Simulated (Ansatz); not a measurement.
Consider the isomerisation: `CB1CN1[SiH3]` → `CN1B[SiH]1C`.

Calculated with Ansatz (gas phase, PBE0-D4/def2-TZVP geometries, no zero-point term in ΔE). CBS: MP2 limit from def2 TZ/QZ plus the TZ coupled-cluster correction, frozen cores.

`CB1CN1[SiH3]`:

Z-matrix (Å, degrees):
```
C
B 1 1.546
H 1 1.091 2 113.3
H 1 1.094 2 110.1 3 121.8
H 1 1.094 2 110.1 3 -121.8
C 2 1.541 1 153.7 3 180.0
N 2 1.366 1 144.5 3 0.0
H 6 1.089 2 122.1 1 80.5
H 6 1.089 2 122.1 1 -80.5
Si 7 1.714 2 160.8 1 0.2
H 10 1.487 7 110.2 2 120.2
H 10 1.485 7 108.8 2 -0.2
H 10 1.487 7 110.2 2 -120.6
```

`CN1B[SiH]1C`:

Cartesian coordinates in Å:
```
C 1.902 -0.248 0.692
N 0.596 -0.635 0.231
B -0.320 -1.642 0.451
Si -0.760 -0.279 -0.830
C -1.696 1.306 -0.509
H 2.610 -0.224 -0.141
H 2.269 -0.951 1.444
H 1.874 0.752 1.133
H -0.354 -2.601 1.155
H -0.428 -0.373 -2.280
H -1.145 2.176 -0.875
H -2.658 1.284 -1.028
H -1.890 1.435 0.558
```

```tsv
level	ΔE (kJ/mol)
CCSD(T)/def2-TZVPP	10.2
MP2/def2-QZVPP	12.2
```

Task: What does CCSD(T)/CBS give? (An estimate is asked.)

Result: Ansatz gave: +9.2 kJ/mol. The listed levels differ from it by 1.0, 3.0 kJ/mol.

Largest T1 diagnostic among the species: 0.013.

From PBE to PBE0 (25 % exact exchange), in def2-TZVPP and without D4, ΔE moves by +5.1 kJ/mol. In def2-TZVPP, CCSD(T) changes the Hartree–Fock value by −27.1 kJ/mol (the triples alone add −4.4 kJ/mol) and MP2 by −24.5 kJ/mol.
